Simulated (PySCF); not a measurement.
Compound: C₅H₈FO₂ (doublet state).
Cartesian coordinates in Å at the GFN2-xTB level; atoms count from 1:
```
atom  x, y, z in Å
C1     2.590    0.359    0.744
C2     1.826   -0.392   -0.262
O3     0.566    0.201   -0.578
C4    -0.355    0.118    0.439
O5    -0.956   -1.177    0.588
C6    -2.273   -0.663    0.380
C7    -1.712    0.726    0.072
F8    -2.148    1.735    0.880
H9     2.410    1.407    0.879
H10    3.398   -0.112    1.266
H11    1.674   -1.436    0.050
H12    2.348   -0.415   -1.234
H13    0.060    0.461    1.400
H14   -2.867   -0.699    1.297
H15   -2.790   -1.169   -0.435
H16   -1.781    1.064   -0.963
```

The hyperfine couplings belong to this conformer and change with its torsions.

As a line formula: `[CH2]CO[C@@H]1OC[C@H]1F` [radical].

Computed with UKS B3LYP, pcH-1 on C F H O, non-relativistic, mean-field spin-orbit, GIAO in PySCF. One conformer (not necessarily the lowest) at the GFN2-xTB geometry, without solvent, vibrations or thermal averaging. The geometry wasn't refined by DFT: couplings that depend on bond lengths, twists or pyramidal angles can differ widely from those at the functional's own minimum. No stability test was run, so a lower SCF solution isn't excluded.

(1) Match the computed a_iso(13C) values +89.7, -36.3, +1.5 MHz with the sites C1; C2; C4.

(2) The isotropic 17O couplings are -11.9, -0.6 MHz. Assign them to O3; O5.

## Answers

(1) 
| site | a_iso (MHz) | ρ(0) (bohr⁻³) | position | distance from C1 (Å) | spin population | largest \|T\| (MHz) |
| --- | --- | --- | --- | --- | --- | --- |
| C1 | +89.7 | +0.0797 | largest spin population | 0.00 | +1.07 | 162.1 |
| C2 | -36.3 | -0.0323 | 1 bond from C1 | 1.47 | -0.08 | 3.5 |
| C4 | +1.5 | +0.0013 | 3 bonds from C1 | 2.97 | +0.01 | 2.3 |

(2) 
| site | a_iso (MHz) | ρ(0) (bohr⁻³) | position | distance from C1 (Å) | spin population | largest \|T\| (MHz) |
| --- | --- | --- | --- | --- | --- | --- |
| O3 | -11.9 | +0.0196 | 2 bonds from C1 | 2.42 | 0.00 | 3.0 |
| O5 | -0.6 | +0.0010 | 4 bonds from C1 | 3.87 | 0.00 | 0.8 |

ρ(0) is the spin density at the nucleus and T the dipolar tensor; entries for several nuclei are means. Largest spin populations (Mulliken): C1 (+1.07), C2 (-0.08) and H12 (+0.06). No atom but C1 exceeds +0.15. The angles at C1 add up to 359.7°, so it is planar; its axial dipolar tensor and the negative couplings of its protons fit spin in a p orbital normal to that plane.

β density exceeds α density at some nuclei, such as C2 (-0.0323) and H9/H10 (-0.0139), spin density in bohr⁻³. In a single determinant that takes different orbitals for the two spins, that is spin polarisation.

Nuclei that the bonding pattern makes equivalent are averaged, as if the motion that swaps them (rotation, inversion, ring flip) were fast.

On one thread of an AMD EPYC 7B13, on a shared host, this took 50 s wall (grids of density and orbitals included) and 0.96 GiB of memory at its peak.
